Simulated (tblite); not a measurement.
A tight-binding relaxation on `C=C(/C=C\C=O)CB(N)N`.

Computed with GFN2-xTB geometry optimisation, gas phase (tblite 0.8.0). Start geometry: from a force field or distance geometry. The command runs a driver script over a list of jobs; the input below is this job's line of settings and its coordinates in Å.

Command:
```bash
OMP_NUM_THREADS=1 python probes_run.py task.json out
```

Input:
```
{"job": {"kind": "relax", "xc": "GFN2-xTB", "basis": "xTB"}, "charge": 0, "multiplicity": 1}
C     -1.096000     0.721300    -2.090400
C     -0.881700     0.188500    -0.843200
C     -1.796800     0.710300     0.106200
C     -2.007300     0.478800     1.341000
C     -1.324500    -0.457500     2.194500
O     -0.428100    -1.271700     2.009300
C      0.232600    -0.735100    -0.821800
B      1.520500    -0.256400     0.031300
N      2.701800    -1.220000     0.020500
N      1.817900     1.215500     0.204700
H     -1.900900     1.432100    -2.222500
H     -0.438100     0.351800    -2.819000
H     -2.513800     1.504000    -0.309100
H     -2.812200     1.059500     1.831700
H     -1.690600    -0.429100     3.241700
H      0.619800    -0.816100    -1.886700
H      0.032500    -1.774300    -0.510000
H      2.438100    -1.965300     0.735600
H      2.701500    -1.673400    -0.912500
H      2.565500     1.547300    -0.460800
H      2.250900     1.406800     1.158900
```

**Question.** Give the output.

**Answer.** 
```
step      E/eV     max force
  0    -801.85616    4.968
  1    -802.25868    4.218
  2    -802.54967    1.352
  3    -802.65346    1.322
  4    -802.72535    0.799
  5    -802.79055    0.598
  6    -802.83428    0.577
  7    -802.86989    0.573
  8    -802.90454    0.417
  9    -802.93364    0.373
... (172 lines left out)
182    -804.55479    0.031
183    -804.55489    0.017
184    -804.55495    0.018
185    -804.55499    0.018
186    -804.55504    0.014
187    -804.55508    0.013
188    -804.55512    0.017
189    -804.55515    0.016
190    -804.55518    0.010
191    -804.55520    0.010
```

«max force» is the largest atomic force in eV/Å.

**Question.** From which step on does the largest force stay under 0.1 eV/Å, and how much energy is left to gain from there?

**Answer.** From step 172 (0.075 eV/Å), 3.0 meV above the end.

Main results: energy lowered by 62.2 kcal/mol over 191 steps; largest atomic force 0.010 eV/Å at the end.

Time: 2.6 s of wall time. Hardware: one thread of an Intel Xeon Platinum 8259CL at 2.50 GHz, shared host with 96 logical CPUs at a one-minute load of 29.
Labels such as C1 count atoms from 1, the log's own numbers from 0.
